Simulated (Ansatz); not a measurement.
CH9NSiSn can be A, `[NH2][SnH2][CH2][SiH3]`, or B, `[CH3][SnH2][SiH2]N`.

Isolated molecules relaxed with PBE0-D4/def2-TZVP in Ansatz; ΔE leaves out vibrations. CCSD(T)/CBS adds triple-zeta CCSD(T) − MP2 to the extrapolated MP2 energy (def2 sets, frozen cores). Functionals use def2-TZVPP. def2 core potentials past Kr. For Sn outer-core shells are correlated without core-valence functions, which leaves a few kJ/mol of doubt a bond. Each species was taken in one conformer, which may not be the lowest.

(1) Which is lower in electronic energy at CCSD(T)/CBS, and by how much? (Estimate.)

(2) Give E(B) − E(A) in kcal/mol with CCSD/def2-TZVPP, ωB97M-V, PBE0-D4, CCSD(T)/def2-TZVPP, MP2/def2-TZVPP, HF/def2-TZVPP, PBE-D4. (Estimate.)

Largest T1 diagnostic: 0.012.

## Answers

(1) Ansatz gave: B, by 14.5 kcal/mol.

(2) The calculation gave: CCSD/def2-TZVPP -14.3, ωB97M-V -14.9, PBE0-D4 -16.9, CCSD(T)/def2-TZVPP -13.8, MP2/def2-TZVPP -13.6, HF/def2-TZVPP -15.8, PBE-D4 -16.7. None reverses the order clearly.

In def2-TZVPP, CCSD(T) changes the Hartree–Fock value by +2.1 kcal/mol (the triples alone add +0.6 kcal/mol) and MP2 by +2.2 kcal/mol. The D4 term adds +1.1 kcal/mol with B3LYP and +0.5 kcal/mol with PBE0; it sums over pairs of atoms, weighted by their polarisabilities, and B3LYP, whose exchange is more repulsive, gets the larger term.

B3LYP here is the variant with VWN-RPA as its local correlation; programs differ in this.
